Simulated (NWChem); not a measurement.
System: C4H4; SMILES C#CC=C

Here is an NWChem input.

```
start job
memory heap 200 mb stack 900 mb global 1100 mb
geometry units angstroms noautosym nocenter noautoz
  C      0.173346    -1.918635     0.000000
  C     -0.107944    -0.740942     0.000000
  C     -0.487206     0.632265     0.000000
  C      0.377216     1.658176     0.000000
  H      0.441719    -2.950293     0.000000
  H     -1.558200     0.834142     0.000000
  H      1.451538     1.500612     0.000000
  H      0.023237     2.684488     0.000000
end
basis spherical
  * library pcsseg-1
end
dft
  xc pbe0
  iterations 150
end
property
  shielding
end
task dft property
```

Coordinates come from a B3LYP/6-31G* (spherical d) optimisation.

GIAO values for the isolated, static molecule; σ is the absolute isotropic shielding, δ = σ(reference) − σ with the isolated reference molecule computed at the same levels (13C: tetramethylsilane, 1H: tetramethylsilane).

Atoms are numbered as in the input.

Q: Give the results of this calculation. (PBE0/pcSseg-1, GIAO.) Quantities: δ C1 (ppm); δ C2 (ppm); δ C4 (ppm); δ H5 (ppm); δ H6 (ppm); δ H7 (ppm); δ H8 (ppm).

A: 
```json
{
  "δ C1 (ppm)": "89.5",
  "δ C2 (ppm)": "85.4",
  "δ C4 (ppm)": "139.5",
  "δ H5 (ppm)": "3.00",
  "δ H6 (ppm)": "5.94",
  "δ H7 (ppm)": "6.07",
  "δ H8 (ppm)": "5.88"
}
```
